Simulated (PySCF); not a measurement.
CH₂O, SMILES [H]/[C-]=[O+]/[H]. Geometry: PBE-D3(BJ)/def2-TZVPD.

Task: Give the equilibrium geometry at PBE-D3(BJ)/def2-TZVPD (PySCF confirms it by a frequency run) as Cartesian coordinates in Å, and its point group. (An estimate is asked for; the answer gives what the named calculation found.)

Result: point group Cs.
```xyz
4

C      0.2290     0.7106     0.0000
O     -0.1574    -0.5501     0.0000
H      0.6440    -1.1156     0.0000
H     -0.7588     1.2528     0.0000
```
Charge 0, spin multiplicity 1.
